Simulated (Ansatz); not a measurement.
Reaction (isomerisation): `[CH3][AlH][S][GeH3]` → `C[S][AlH][GeH3]`

Gas-phase electronic energies from Ansatz, PBE0-D4/def2-TZVP geometries. CCSD(T)/CBS adds triple-zeta CCSD(T) − MP2 to the extrapolated MP2 energy (def2 sets, frozen cores). Functionals use def2-TZVPP. For Ge outer-core shells are correlated without core-valence functions, which leaves a few kJ/mol of doubt a bond. Scalar relativity is left out up to krypton. One conformer a species, not always the lowest.

```
              species  r2SCAN energy (Eh)
`[CH3][AlH][S][GeH3]`         -2759.94935
    `C[S][AlH][GeH3]`         -2759.91828
```

Question: Work out ΔE.

Answer: ΔE = (-2759.91828) − (-2759.94935) = 0.03107 Eh = +19.5 kcal/mol. CCSD(T)/CBS gives +19.6 kcal/mol.

Largest T1 diagnostic among the species: 0.012.

From PBE to PBE0 (25 % exact exchange), in def2-TZVPP and without D4, ΔE moves by +1.4 kcal/mol.
